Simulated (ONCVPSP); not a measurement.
# Transferability test, ONCV potential for lanthanum

```
Element                 : La
Generator               : ONCVPSP 4.0.1
Type                    : optimised norm-conserving Vanderbilt (ONCV)
Functional              : LDA (Perdew-Wang 92)
Relativity              : scalar-relativistic
Frozen core             : [Xe]
Valence charge          : 3
Reference configuration : 5d1 6s1 (charge +1)
Partial waves           : 6s: rc 3.55 bohr, ncon 5, nbas 8, qcut 2.1 1/bohr, 2 projectors, debl 3.6 Ha; p scattering state at 0.41 Ha: rc 3.75 bohr, ncon 4, nbas 8, qcut 2.5 1/bohr, 2 projectors, debl 3 Ha; 5d: rc 3.30 bohr, ncon 4, nbas 8, qcut 3.9 1/bohr, 2 projectors, debl 1 Ha; f scattering state at 0.36 Ha: rc 3.65 bohr, ncon 5, nbas 10, qcut 2.7 1/bohr, 1 projector
Local potential         : polynomial inside 3.20 bohr (lpopt 5, dvloc0 0 Ha)
Core correction         : none
```

In the p channel the program set the typed energies aside and used 0.050, 3.050 Ha. In the f channel the program set the typed energies aside and used -0.385 Ha.

Energies are relative to the spin-unpolarised reference configuration 5d1 6s1; without spin polarisation the order of configurations can differ from experiment.

| valence configuration | charge | ΔE all-electron (eV) | error AE − PS (meV) |
| --- | --- | --- | --- |
| 5d1 6s1.5 | +0.5 | -3.678 | +7.9 |
| 5d2 6s0 | +1 | 0.147 | +62 |

**Question.** What are ΔE and the potential's error for 5d1 6s2?

**Answer.** ΔE = -6.158 eV all-electron; the error (AE − PS) is +23 meV.

**Question.** What are ΔE and the potential's error for 5d1 6s0?

**Answer.** ΔE = 11.147 eV all-electron; the error (AE − PS) is +73 meV.

Levels in the configuration 5d1 6s1.5:

```json
{"level": "5d", "all-electron (eV)": "-5.838", "pseudo (eV)": "-5.856"}
{"level": "6s", "all-electron (eV)": "-6.135", "pseudo (eV)": "-6.161"}
```

Note: no bound ghost flagged; GHOST(+) flagged for s at 54.4 eV, p at 76.1 eV.
